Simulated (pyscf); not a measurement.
H₃C–InH–OH, singlet

Gas-phase minimum from PySCF at ωB97X-D3(BJ)/def2-SVP, one conformer. 

SMILES: [CH3][InH][OH]
```xyz
8

C     -0.5380     1.5992    -0.9968
In     0.1174    -0.1745     0.0043
O      0.5108    -1.6414    -1.3045
H      0.1122     2.4513    -0.7471
H     -1.5659     1.8538    -0.6964
H     -0.5127     1.4316    -2.0829
H      0.3605    -0.5637     1.6667
H      0.8069    -2.4658    -0.9028
```
Charge 0, spin multiplicity 1.

Bond lengths (Å): C1–In2 2.140, C1–H4 1.100, C1–H5 1.101, C1–H6 1.099, In2–O3 2.005, In2–H7 1.724, O3–H8 0.964. Angles (°): In2–C1–H4 110.8, In2–C1–H5 110.5, In2–C1–H6 109.2, H4–C1–H5 108.1, H4–C1–H6 109.2, H5–C1–H6 109.0, C1–In2–O3 111.2, C1–In2–H7 132.9, O3–In2–H7 115.9, In2–O3–H8 114.5.

Properties at ωB97X-D3(BJ)/def2-SVP:

| Quantity | Value |
|---|---|
| Harmonic wavenumbers, unscaled | 39, 131, 334, 420, 490, 537, 614, 711, 737, 771, 1216, 1443, 1449, 1826, 3078, 3182, 3199, 3910 cm⁻¹ |
| Zero-point energy | 34.4 kcal/mol |
| Rotational symmetry number | 1 |
| Entropy of this conformer at 298 K and 1 atm, rigid rotor and harmonic oscillator, modes under 100 cm⁻¹ raised to 100 | 321.2 J/(mol K) |
| Dipole moment | 1.70 D |

Single-point totals, which compare only within one level (frozen core for MP2 and CC):

```csv
level,total energy (hartree)
ωB97X-D3(BJ)/def2-TZVP,-306.63442
PBE/def2-TZVP,-306.38399
r²SCAN/def2-TZVP,-306.53031
B3LYP-D3(BJ)/def2-TZVP,-306.60535
PBE0-D3(BJ)/def2-TZVP,-306.39253
M06-2X/def2-TZVP,-306.39733
ωB97M-D3(BJ)/def2-TZVP,-306.57641
HF/def2-TZVPP,-304.89900
MP2/def2-TZVPP,-305.62306
CCSD/def2-TZVPP,-305.63700
CCSD(T)/def2-TZVPP,-305.66222
```

The lowest mode is so soft that the shape along it may change with the basis. Soft torsions are taken as harmonic, which can shift the entropy by several J/(mol K). The CCSD(T) − MP2 part came from Ansatz, without density fitting, on the same reference. The frozen core leaves the outer d or s,p core shells of the metals and heavy elements correlated in the MP2 and CC values, and def2-TZVPP describes them poorly, so these totals are far from the basis limit. Elements past Kr carry the def2 core potentials, without spin-orbit coupling.
